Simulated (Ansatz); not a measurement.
Reaction (cleavage of the Si–Sn bond): `[SiH3][SnH2][SH]` + `[OH][Al]([OH])[F]` → `[OH][Al]([F])[O][SiH3]` + `[SH][SnH3]`

Gas-phase electronic energies from Ansatz, PBE0-D4/def2-TZVP geometries. CBS: MP2 limit from def2 TZ/QZ plus the TZ coupled-cluster correction, frozen cores. Functionals use def2-TZVPP. Elements past krypton have def2 core potentials. For Sn outer-core shells are correlated without core-valence functions, which leaves a few kJ/mol of doubt a bond. Each species was taken in one conformer, which may not be the lowest.

`[SiH3][SnH2][SH]`:

```xyz
9

Si    1.194    0.852    0.910
Sn   -0.761   -0.522   -0.009
S    -0.515   -0.461   -2.410
H     2.476    0.245    0.471
H     1.138    0.862    2.395
H     1.104    2.245    0.405
H    -2.291    0.134    0.387
H    -0.730   -2.157    0.492
H    -1.614   -1.198   -2.641
```

`[OH][Al]([OH])[F]`:

Z-matrix (Å, degrees):
```
Al
O 1 1.680
F 1 1.647 2 120.7
O 1 1.680 2 118.5 3 180.0
H 2 0.955 1 122.9 3 0.0
H 4 0.955 1 122.9 2 -180.0
```

`[OH][Al]([F])[O][SiH3]`:

```xyz
9

O     0.061    1.879   -2.087
Al    0.259    0.321   -1.492
F     0.731   -0.833   -2.555
O    -0.001   -0.082    0.107
Si   -0.170   -0.808    1.553
H    -0.212    2.613   -1.541
H    -1.003   -2.032    1.421
H     1.164   -1.183    2.093
H    -0.830    0.126    2.502
```

`[SH][SnH3]`:

Cartesian coordinates in Å:
```
S -0.586 0.349 -1.733
Sn 0.066 -0.356 0.473
H -0.081 1.585 -1.588
H -0.680 0.647 1.633
H 1.763 -0.264 0.621
H -0.482 -1.961 0.594
```

CCSD(T)/CBS gives -74.3 kJ/mol.

Problem. Another level gave -64.5 kJ/mol. Which?
A. PBE0/def2-TZVPP
B. ωB97X-V/def2-TZVPP
C. revPBE/def2-TZVPP
D. RPA@PBE/def2-TZVPP

Solution. A. PBE0 -64.5, ωB97X-V -78.6, RPA@PBE/def2-TZVPP -82.7, revPBE -55.1 kJ/mol.

Largest T1 diagnostic among the species: 0.013.

In def2-TZVPP, CCSD(T) changes the Hartree–Fock value by +28.5 kJ/mol (the triples alone add +3.9 kJ/mol) and MP2 by +28.8 kJ/mol. From r2SCAN to r2SCAN0 (25 % exact exchange), in def2-TZVPP and without D4, ΔE moves by −3.2 kJ/mol.
